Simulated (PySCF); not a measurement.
PySCF job for (E)-3-methoxyprop-2-en-1-amine (C4H9NO), SMILES C(/C=C/OC)N, PBE0-D3(BJ)/def2-SVP. Coordinates come from a PBE0-D3(BJ)/def2-SVP optimisation. One conformer was computed; it need not be the lowest.

```python
import numpy as np
from pyscf import gto, scf, dft, df
from pyscf.hessian import thermo

mol = gto.M(
    atom='''
    C     2.48137114   -0.15131837    0.27497276
    O     1.64388204   -1.07213904   -0.36454390
    C     0.31941504   -0.86729397   -0.28073136
    C    -0.33530080    0.11945832    0.34879898
    C    -1.83275939    0.23296177    0.32690427
    N    -2.36828588    1.39798816   -0.36141757
    H     3.51409764   -0.47985010    0.10192339
    H     2.35139125    0.86688518   -0.13428166
    H     2.28886594   -0.11644520    1.36249983
    H    -0.22320130   -1.65297825   -0.81800354
    H     0.21401671    0.90242962    0.88247527
    H    -2.22357973    0.24763756    1.35944235
    H    -2.25842747   -0.67409849   -0.13609889
    H    -1.97082607    1.44552114   -1.29887231
    H    -2.06174816    2.24924701    0.10752188
    ''',
    basis='def2-SVP',
    charge=0,
    spin=0,
    max_memory=1600,
    verbose=3,
)
mf = dft.RKS(mol, xc='pbe0').density_fit(auxbasis='def2-universal-jkfit')
mf.disp = 'd3bj'
mf.grids.level = 3
mf.conv_tol = 1e-11
mf.max_cycle = 100
mf.kernel()

# [left out here: the lines that compute and print the analytic Hessian (its translational invariance restored by hand, since the grid's response is missing), thermochemistry and intensities]
```

Output:

```
converged SCF energy = -287.237844020733

WARN: DFTD3 does not support analytical Hessian, using finite difference


WARN: Mole.unit (angstrom) is changed to Bohr

Mode                                 0                   1                   2
Irrep
Freq [cm^-1]                       94.0344            118.7592            207.9313
Reduced mass [au]                   2.5616              3.0810              2.0032
Force const [Dyne/A]                0.0133              0.0256              0.0510
Char temp [K]                     135.2946            170.8680            299.1668
Normal mode                   x     y     z       x     y     z       x     y     z
       0   C                 0.01 -0.06  0.05   -0.04  0.08 -0.06   -0.10  0.06  0.06
       1   O                -0.02  0.05 -0.08   -0.02  0.02 -0.01    0.02  0.01 -0.03
       2   C                -0.02  0.06 -0.03   -0.02 -0.03  0.02    0.00 -0.08 -0.05
       3   C                 0.01  0.01  0.08   -0.04 -0.10  0.11    0.01 -0.05 -0.09
       4   C                 0.01  0.03  0.09   -0.03 -0.02  0.00    0.02  0.02  0.06
       5   N                 0.01 -0.07 -0.08    0.13  0.03 -0.05    0.04  0.02  0.03
       6   H                -0.00 -0.08  0.01   -0.03  0.18 -0.17   -0.06  0.10  0.21
       7   H                 0.05 -0.00  0.19   -0.18  0.08 -0.02   -0.08  0.04  0.02
       8   H                 0.00 -0.21  0.05    0.06  0.03 -0.04   -0.25  0.08  0.03
       9   H                -0.04  0.12 -0.08   -0.01  0.01 -0.05    0.04 -0.14  0.00
      10   H                 0.03 -0.03  0.12   -0.05 -0.14  0.19    0.05 -0.02 -0.18
      11   H                 0.03  0.18  0.09   -0.12  0.00 -0.03    0.15  0.13  0.10
      12   H                -0.00 -0.04  0.22   -0.05  0.01 -0.05   -0.11  0.03  0.17
      13   H                -0.01 -0.23 -0.10    0.24 -0.00 -0.00   -0.16 -0.17 -0.06
      14   H                 0.04 -0.00 -0.23    0.15 -0.00 -0.01    0.30  0.03 -0.15
[...]
Force const [Dyne/A]                1.3587              1.3079              1.5142
Char temp [K]                    2093.7081           2101.9176           2107.0084
Normal mode                   x     y     z       x     y     z       x     y     z
       0   C                 0.00 -0.00  0.00    0.00 -0.02  0.04    0.06  0.05  0.03
       1   O                 0.00  0.00  0.00    0.00 -0.01  0.01    0.05  0.01  0.01
       2   C                 0.00 -0.00 -0.00   -0.00 -0.00 -0.00   -0.03 -0.01 -0.01
       3   C                 0.01 -0.00  0.00   -0.00  0.00  0.00   -0.03  0.03  0.02
       4   C                -0.05 -0.05  0.03    0.00  0.00 -0.00    0.02 -0.01 -0.00
       5   N                 0.00 -0.00  0.01    0.00  0.00  0.00   -0.00 -0.00 -0.00
       6   H                -0.01 -0.02 -0.03    0.01  0.34 -0.61   -0.18 -0.51 -0.27
       7   H                -0.02  0.00  0.02    0.45  0.02 -0.04   -0.45 -0.11 -0.20
       8   H                -0.03  0.02 -0.01   -0.52  0.02 -0.07   -0.37 -0.22 -0.04
       9   H                -0.03  0.02 -0.01   -0.00  0.00 -0.01   -0.05 -0.01 -0.01
      10   H                 0.00  0.01 -0.01    0.01 -0.02  0.02    0.10 -0.03 -0.02
      11   H                 0.29  0.60  0.13   -0.00 -0.01 -0.00    0.01 -0.02 -0.01
      12   H                 0.33  0.09 -0.57   -0.01 -0.00  0.01   -0.08  0.03  0.01
      13   H                -0.00 -0.04  0.00    0.00  0.00  0.00   -0.00  0.01 -0.00
      14   H                -0.02  0.01  0.00   -0.00  0.00 -0.00   -0.00  0.00 -0.01
Mode                                27                  28                  29
Irrep
Freq [cm^-1]                     1481.5707           1644.6341           1752.5136
Reduced mass [au]                   1.0476              1.0937              6.0410
Force const [Dyne/A]                1.3549              1.7429             10.9316
Char temp [K]                    2131.6504           2366.2624           2521.4768
Normal mode                   x     y     z       x     y     z       x     y     z
       0   C                 0.02 -0.04 -0.03   -0.00 -0.00 -0.00    0.00  0.01  0.00
       1   O                 0.01 -0.01 -0.01    0.00 -0.00 -0.00    0.03 -0.01 -0.01
       2   C                -0.00  0.01  0.00   -0.00  0.00  0.00   -0.14  0.12  0.08
       3   C                -0.01  0.00  0.00   -0.00 -0.00 -0.00    0.12 -0.12 -0.07
       4   C                 0.01 -0.00 -0.00    0.03 -0.00  0.00   -0.02  0.01  0.01
       5   N                -0.00  0.00  0.00    0.00  0.06 -0.03   -0.01  0.00 -0.00
       6   H                -0.08 -0.23 -0.15   -0.00 -0.00 -0.00   -0.02 -0.05 -0.03
       7   H                -0.15  0.21  0.60    0.00  0.00  0.00   -0.04 -0.01 -0.02
       8   H                -0.12  0.64 -0.05   -0.00  0.00 -0.00   -0.04 -0.02  0.00
       9   H                 0.03 -0.01 -0.00    0.00 -0.00 -0.00    0.20 -0.01 -0.00
      10   H                 0.04 -0.02 -0.01   -0.01 -0.00  0.00   -0.18  0.00 -0.00
      11   H                -0.02 -0.01 -0.01   -0.05  0.03 -0.03   -0.07  0.00 -0.01
      12   H                -0.04  0.01  0.02   -0.05  0.04 -0.02    0.06 -0.02  0.01
      13   H                 0.01  0.01  0.00   -0.10 -0.66 -0.09    0.01 -0.00  0.01
      14   H                 0.00  0.00 -0.01   -0.14 -0.26  0.60    0.01 -0.00  0.00
Mode                                30                  31                  32
Irrep
Freq [cm^-1]                     3018.3423           3046.1846           3097.3799
Reduced mass [au]                   1.0359              1.0623              1.1058
Force const [Dyne/A]                5.5602              5.8078              6.2503
Char temp [K]                    4342.7225           4382.7814           4456.4401
Normal mode                   x     y     z       x     y     z       x     y     z
       0   C                 0.01  0.04  0.03   -0.00 -0.00 -0.00   -0.00 -0.03  0.05
       1   O                 0.00  0.00  0.00    0.00 -0.00 -0.00   -0.00  0.00 -0.00
       2   C                -0.00  0.00  0.00   -0.00 -0.00 -0.00    0.00  0.00  0.00
       3   C                -0.00 -0.00 -0.00   -0.00 -0.00  0.00    0.00  0.00  0.00
       4   C                 0.00  0.00 -0.00    0.04  0.04 -0.03   -0.00 -0.04 -0.06
       5   N                 0.00 -0.00  0.00   -0.00 -0.00  0.00    0.00  0.00  0.00
       6   H                -0.31  0.10  0.05    0.00 -0.00 -0.00   -0.00 -0.00  0.01
       7   H                 0.08 -0.60  0.26   -0.00  0.01 -0.01   -0.06  0.40 -0.16
       8   H                 0.11 -0.01 -0.64   -0.00  0.00  0.01    0.08 -0.01 -0.43
       9   H                -0.01 -0.01 -0.01    0.01  0.01  0.01   -0.01 -0.00 -0.00
      10   H                 0.01  0.01  0.01    0.00  0.00  0.00   -0.02 -0.04 -0.03
      11   H                -0.00  0.00  0.01   -0.25  0.02  0.68   -0.17  0.01  0.44
      12   H                -0.00 -0.01 -0.00   -0.24 -0.52 -0.28    0.21  0.44  0.23
      13   H                -0.00  0.00 -0.00    0.01  0.00 -0.01    0.01 -0.00 -0.01
      14   H                -0.00 -0.00 -0.00    0.00  0.01  0.00   -0.01 -0.01 -0.01
Mode                                33                  34                  35
Irrep
Freq [cm^-1]                     3097.6391           3177.4923           3188.1168
Reduced mass [au]                   1.1061              1.1022              1.0908
Force const [Dyne/A]                6.2530              6.5566              6.5322
Char temp [K]                    4456.8130           4571.7040           4586.9902
Normal mode                   x     y     z       x     y     z       x     y     z
       0   C                 0.00  0.04 -0.06    0.08 -0.04 -0.02    0.01 -0.01 -0.00
       1   O                -0.00  0.00  0.00   -0.00  0.00  0.00    0.00 -0.00 -0.00
       2   C                 0.00  0.00  0.00    0.00  0.00  0.00   -0.00  0.00  0.00
       3   C                 0.00  0.00  0.00    0.01  0.01  0.01   -0.04 -0.06 -0.04
       4   C                -0.00 -0.03 -0.05   -0.00  0.00  0.00    0.00 -0.00 -0.00
       5   N                 0.00  0.00  0.00    0.00 -0.00 -0.00   -0.00  0.00  0.00
       6   H                 0.00  0.01 -0.01   -0.83  0.27  0.15   -0.12  0.04  0.02
       7   H                 0.07 -0.46  0.19   -0.02  0.18 -0.09   -0.01  0.04 -0.02
       8   H                -0.10  0.02  0.50   -0.03 -0.00  0.21   -0.01 -0.00  0.04
       9   H                -0.00 -0.00 -0.00   -0.02 -0.03 -0.02    0.01  0.02  0.01
      10   H                -0.02 -0.03 -0.02   -0.07 -0.10 -0.07    0.47  0.67  0.46
      11   H                -0.15  0.01  0.38    0.00 -0.00 -0.01   -0.02  0.00  0.04
      12   H                 0.18  0.37  0.19   -0.00 -0.01 -0.00    0.02  0.04  0.02
      13   H                 0.00 -0.00 -0.01   -0.00  0.00  0.00    0.00 -0.00 -0.00
      14   H                -0.01 -0.01 -0.01    0.00 -0.00  0.00   -0.00  0.00 -0.00
Mode                                36                  37                  38
Irrep
Freq [cm^-1]                     3196.6817           3526.0791           3607.7105
Reduced mass [au]                   1.0936              1.0512              1.0921
Force const [Dyne/A]                6.5840              7.7007              8.3749
Char temp [K]                    4599.3132           5073.2427           5190.6922
Normal mode                   x     y     z       x     y     z       x     y     z
       0   C                -0.00  0.00 -0.00    0.00  0.00  0.00    0.00  0.00  0.00
       1   O                 0.00 -0.00 -0.00   -0.00 -0.00  0.00   -0.00  0.00 -0.00
       2   C                 0.04  0.06  0.04    0.00  0.00 -0.00    0.00 -0.00  0.00
       3   C                 0.00 -0.01 -0.00    0.00  0.00 -0.00    0.00  0.00  0.00
       4   C                 0.00  0.00  0.00   -0.00  0.00 -0.00   -0.00 -0.00 -0.00
       5   N                -0.00  0.00 -0.00   -0.03 -0.04  0.02    0.00 -0.04 -0.07
       6   H                 0.04 -0.01 -0.01   -0.00  0.00  0.00   -0.00 -0.00 -0.00
       7   H                -0.00  0.00  0.00   -0.00 -0.00 -0.00   -0.00 -0.00  0.00
       8   H                -0.00  0.00  0.00    0.00 -0.00 -0.00    0.00 -0.00 -0.00
       9   H                -0.47 -0.68 -0.47   -0.00  0.00 -0.00   -0.00 -0.00  0.00
      10   H                 0.01  0.02  0.01    0.00 -0.00 -0.00    0.00 -0.00 -0.00
      11   H                -0.00 -0.00  0.00    0.00 -0.00 -0.01   -0.00  0.00  0.01
      12   H                -0.01 -0.01 -0.00    0.00  0.01  0.01    0.00  0.01  0.01
      13   H                 0.00  0.00 -0.00    0.25  0.01 -0.66   -0.26 -0.03  0.61
      14   H                 0.00 -0.00  0.00    0.17  0.56  0.33    0.20  0.58  0.32
temperature 298.1500 [K]
pressure 101325.00 [Pa]
Rotational constants [GHz] 10.53094 1.53051 1.44478
Symmetry number 1
Zero-point energy (ZPE) 0.13222 [Eh]   347138.769 [J/mol]
                           tot       elec      trans        rot        vib
Entropy [J/mol/K]       346.404      0.000    164.461    113.076     68.867
Cv [J/mol/K]            105.549      0.000     12.472     12.472     80.605
Cp [J/mol/K]            113.863      0.000     20.786     12.472     80.605
Internal energy [J/mol]                      3718.434   3718.434 358815.066
Internal energy [Eh]   -287.09835  -287.23784
Enthalpy [J/mol]                             6197.391   3718.434 358815.066
Enthalpy [Eh]          -287.09740
Gibbs free energy [J/mol]                  -42836.573 -29995.095 338282.343
Gibbs free energy [Eh] -287.13674
mode   freq/cm-1   IR/(km/mol)
   1       94.03         0.904
   2      118.76         0.004
   3      207.93         6.596
   4      258.83         1.427
   5      291.33        36.676
   6      328.13         4.218
   7      378.78         8.941
   8      469.03         6.658
   9      635.42         7.193
  10      824.66        35.549
  11      855.39       120.586
  12      901.03       134.724
  13      971.34        28.544
  14     1022.11        29.992
  15     1085.59        28.637
  16     1120.41         8.768
  17     1171.93         3.015
  18     1177.36         1.061
  19     1216.78         5.271
  20     1286.02         8.665
  21     1296.91       220.336
  22     1353.35        43.656
  23     1376.85         8.867
  24     1380.22         0.785
  25     1455.20         3.492
  26     1460.91         9.485
  27     1464.44         1.857
  28     1481.57        22.091
  29     1644.63        18.963
  30     1752.51       163.457
  31     3018.34        39.504
  32     3046.18        39.623
  33     3097.38        18.624
  34     3097.64        36.826
  35     3177.49        16.850
  36     3188.12        10.511
  37     3196.68        10.611
  38     3526.08         0.085
  39     3607.71         1.304
max |gradient| / (hartree/bohr): 4.126785424537764e-05
APT charges: [ 0.4521 -0.8828  0.6122 -0.3024  0.4326 -0.5245  0.0058 -0.0265 -0.0244
  0.0292  0.0347 -0.0538 -0.0389  0.1427  0.1439]
```

The run converged.
